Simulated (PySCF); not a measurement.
Molfile (atoms numbered from 1):
```
CH5ClOSi
     RDKit          3D

  9  8  0  0  0  0  0  0  0  0999 V2000
   -0.0235    2.5151   -1.1223 C   0  0  0  0  0  0  0  0  0  0  0  0
    1.2893    2.8891   -1.4401 O   0  0  0  0  0  0  0  0  0  0  0  0
    2.6492    2.1599   -0.8541 Si  0  0  0  0  0  4  0  0  0  0  0  0
    4.2456    3.0824   -1.7543 Cl  0  0  0  0  0  0  0  0  0  0  0  0
   -0.2516    1.4864   -1.4560 H   0  0  0  0  0  0  0  0  0  0  0  0
   -0.2231    2.5780   -0.0368 H   0  0  0  0  0  0  0  0  0  0  0  0
   -0.7156    3.1997   -1.6341 H   0  0  0  0  0  0  0  0  0  0  0  0
    2.6766    0.7127   -1.2090 H   0  0  0  0  0  0  0  0  0  0  0  0
    2.7680    2.3436    0.6197 H   0  0  0  0  0  0  0  0  0  0  0  0
  1  2  1  0
  2  3  1  0
  3  4  1  0
  1  5  1  0
  1  6  1  0
  1  7  1  0
  3  8  1  0
  3  9  1  0
M  END
```

Geometry: PBE0-D3(BJ)/def2-SVP; GIAO absolute shieldings from PySCF, gas phase, non-relativistic, averaged over equivalent atoms.

At OPBE/pcSseg-2 (228 basis functions, 26 s wall time on 1 thread of an Arm Neoverse V1, shared host):
| atoms | σ (ppm) |
| --- | --- |
| C1 | 130.3 |
| O2 | 301.9 |
| Si3 | 363.9 |
| Cl4 | 919.1 |
| H8/H9 | 25.62 |
| H5/H6/H7 | 27.54 |

Question: What do these become at KT2/pcSseg-2?

Answer: 
```json
{"atoms": "C1", "σ at KT2/pcSseg-2": "128.4", "change": "-1.9"}
{"atoms": "O2", "σ at KT2/pcSseg-2": "294.3", "change": "-7.6"}
{"atoms": "Si3", "σ at KT2/pcSseg-2": "360.3", "change": "-3.6"}
{"atoms": "Cl4", "σ at KT2/pcSseg-2": "905.3", "change": "-13.8"}
{"atoms": "H8/H9", "σ at KT2/pcSseg-2": "25.53", "change": "-0.09"}
{"atoms": "H5/H6/H7", "σ at KT2/pcSseg-2": "27.43", "change": "-0.11"}
```

The largest change is at Cl4 (chlorine bonded to Si). Cost: 228 basis functions, 33 s wall time on 1 thread of an Arm Neoverse V1, shared host.
